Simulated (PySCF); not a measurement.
**Working out the excitation energy of Pb**

Pb [Xe] 4f14 5d10 6s2 6p2 (3P) → Pb [Xe] 4f14 5d10 6s1 6p2 6d1 (high-spin determinant). Computed with PySCF 2.14 in aug-cc-pVTZ-PP with ECP60MDF (6s5p4d2f, 55 functions), with scalar relativity through the core potential. Frozen: 5s2 5p6 5d10. Energies in hartree (1 hartree = 27.21139 eV):

```
            part   Pb (lower)   Pb (upper)
             UHF  -191.835762  -191.421851
CCSD correlation    -0.046876    -0.020033
             (T)    -0.001106    -0.001473
```

What does Hartree-Fock give?

(-191.421851) − (-191.835762) = 0.413911 hartree = 11.263 eV.

What do CCSD and CCSD(T) give?

The CCSD correlation energies differ by 0.026843 hartree = 0.730 eV and the triples by -0.000367 hartree = -0.010 eV, so CCSD gives 11.993 eV and CCSD(T) 11.983 eV.

One determinant mixes LS terms, so it does not stand for a single term.

The upper state lies above the first ionisation limit.

The coupled-cluster amplitudes are large, so a single reference is strained.
